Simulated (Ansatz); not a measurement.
Species: CdI, charge 1, multiplicity 1. 
Geometry from a B3LYP-D3(BJ)/def2-TZVP (Ansatz, a quantum-chemistry and plane-wave program) optimisation:
SMILES: [I][Cd+]
```xyz
2

Cd     0.0000     0.0000    -1.3603
I      0.0000     0.0000     1.2320
```
Charge +1, spin multiplicity 1.

Total electronic energies in hartree. Correlated levels leave the core frozen unless marked. No spin-orbit coupling. The frozen core is the preceding noble-gas configuration, with the filled d and f shells of earlier blocks. Past Kr the def2 sets carry scalar-relativistic core potentials. STO-3G rows are all-electron and non-relativistic. CBS(X,Y): correlation extrapolated as X^-3; Hartree-Fock from the larger set. The bracket is a focal-point correction in the basis named.

| level | program | energy (Eh) |
|---|---|---|
| HF/STO-3G | Ansatz | -12262.17816 |
| RI-HF/def2-QZVPPD | Ansatz | -463.30377 |
| BLYP/def2-TZVPD | Ansatz | -465.11794 |
| revPBE-D4/def2-TZVPD | Ansatz + dftd4 | -465.30775 |
| r2SCAN/def2-TZVPD | Ansatz | ? |
| PBE0-D4/def2-TZVPD | Ansatz + dftd4 | -465.21629 |
| CAM-B3LYP/def2-TZVPD | Ansatz | ? |
| LC-wPBE-D4/def2-TZVPD | Ansatz + dftd4 | -465.25449 |
| LC-wPBE/def2-TZVPD | Ansatz | -465.25215 |
| wB97M-V/def2-TZVPD | Ansatz | -465.12598 |
| wB97X-V/def2-TZVPD | Ansatz | ? |
| wB97X/def2-TZVPD | Ansatz | -465.27443 |
| B2PLYP/def2-TZVPD | Ansatz | -464.74020 |
| MP2/STO-3G | Ansatz | -12262.19495 |
| SCS-MP2/STO-3G | Ansatz | -12262.19591 |
| SCS-MP2/def2-QZVPP | Ansatz | -463.85085 |
| CCSD/def2-TZVPP | Ansatz | -463.82918 |
| CCSD(T)/def2-QZVPP | Ansatz | -463.90793 |
| RI-MP2/CBS(def2-TZVPP,def2-QZVPP)+[CCSD(T)-MP2]/def2-SVP | Ansatz | -463.9534 |
| RI-MP2/CBS(def2-TZVPP,def2-QZVPP)+[CCSD(T)-MP2]/def2-TZVPP | Ansatz | -463.9503 |
| RI-MP2/CBS(def2-TZVPP,def2-QZVPP)+[CCSD(T)-MP2]/def2-QZVPP | Ansatz | -463.9491 |
| CCSD(T)/CBS(def2-TZVPP,def2-QZVPP) | Ansatz | -463.9483 |
| CCSD(T)/CBS(def2-TZVPPD,def2-QZVPPD) | Ansatz | -463.9478 |

Some entries are withheld; supply them.


- r2SCAN/def2-TZVPD, energy (Eh): -465.37633
- CAM-B3LYP/def2-TZVPD, energy (Eh): -465.17241
- wB97X-V/def2-TZVPD, energy (Eh): -465.16155
